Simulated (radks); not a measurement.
The numbers below are computed, except where a source is named.
Effect of the nuclear size on the osmium ion Os3+, [Xe] 4f14 5d5. Level of theory: Dirac Kohn-Sham, PBE, spin-unpolarised, spherical densities, finite nucleus; open shells are shared between the two j in proportion to 2j + 1; Fermi nuclear charge, rms radius 5.4126 fm (a radial shooting solver on a logarithmic mesh with Libxc functionals). The rms radius is varied about that value; shifts are against it.

rms radius (fm)  total energy shift (eV)  density at nucleus (e/bohr^3)  1s1/2 shift (meV)  2s1/2 shift (meV)  5s1/2 shift (meV)  5p1/2 shift (meV)  5d5/2 shift (meV)  6s1/2 (empty) shift (meV)  6p1/2 (empty) shift (meV)
4.644                              -19.2                      1.772e+06              -7770              -1120              -11.5             -0.048              0.194                      -1.85                     -0.061
5.0933                             -8.22                      1.713e+06              -3320               -476              -4.93             -0.021              0.083                     -0.791                     -0.026
5.4126                                 0                      1.675e+06              0.000              0.000              0.000              0.000              0.000                      0.000                      0.000
5.7915                              10.2                      1.634e+06               4100                589               6.09              0.026             -0.103                      0.977                      0.032
6.7387                              37.4                      1.545e+06              15100               2170               22.4              0.099             -0.378                       3.60                      0.119

Slopes of the eigenvalues against <r^2> in GHz/fm^2, as finite differences over the two radii next to the reference (eigenvalue slopes, not the field-shift constants of lines): 1s1/2 236000, 2s1/2 33900, 5s1/2 351, 5p1/2 1.50, 5d5/2 -5.90, 6s1/2 (empty) 56.3, 6p1/2 (empty) 1.85.
